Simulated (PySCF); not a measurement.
GeH₃, SMILES [GeH3] (connectivity only; charge and spin as stated), charge +1, multiplicity 1. Atoms are numbered in the order given.

```xyz
4

Ge     0.0000     0.0000     0.0000
H      1.5190     0.0000     0.0000
H     -0.7595    -1.3155     0.0000
H     -0.7595     1.3155     0.0000
```
Charge +1, spin multiplicity 1.

Coordinates come from a r2SCAN-D4/def2-TZVPD optimisation. The multiplicity is an assumed one; other spin states were not compared. The isomer is the one that the SMILES or the coordinates give; other isomers of the formula were not compared.

Two levels are set side by side: PBE/pcSseg-2 (PySCF) and PBE0/pcSseg-2 (PySCF). GIAO shifts against GeH4 (⁷³Ge), TMS (¹H) at the same level; non-relativistic, no solvent, atoms listed together averaged. Differences are taken from unrounded values.

```
quantity                     PBE0     PBE  PBE minus PBE0
-------------------------  ------  ------  --------------
δ(⁷³Ge) of Ge1 (ppm)       1095.7  1191.3            95.6
δ(¹H) of H2, H3, H4 (ppm)    9.31    9.62            0.30
```

Rough cost on one machine, each run with all the roots and properties that it gave: PBE0 against PBE within a factor of 2.
